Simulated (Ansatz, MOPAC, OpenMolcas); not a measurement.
**How methods differ on SiF4 (silicon tetrafluoride)**

SiF4, singlet, SMILES `F[Si](F)(F)F`. Each level relaxes the structure for itself.

Quantity: the zero-point energy at each level's own minimum, in kJ/mol. The values are calculated.

| level | kind | program | value (kJ/mol) |
| --- | --- | --- | --- |
| AM1 | semi-empirical | MOPAC | 34.8 |
| MNDO | semi-empirical | MOPAC | 33.9 |
| MNDOD | semi-empirical | MOPAC | 32.4 |
| PM7 | semi-empirical | MOPAC | 29.7 |
| HF/STO-3G | Hartree–Fock | Ansatz | 34.0 |
| HF/3-21G | Hartree–Fock | Ansatz | 36.0 |
| HF/6-31G* (Cartesian functions) | Hartree–Fock | OpenMolcas | 35.5 |
| PBE/def2-SVP | GGA | Ansatz | 31.7 |
| PBE0-D4/def2-TZVP | global hybrid | Ansatz | 33.2 |
| B3LYP/6-31G* (Cartesian functions) | global hybrid | Ansatz | 33.3 |

Harmonic and unscaled. The values span 29.7 to 36.0 kJ/mol.
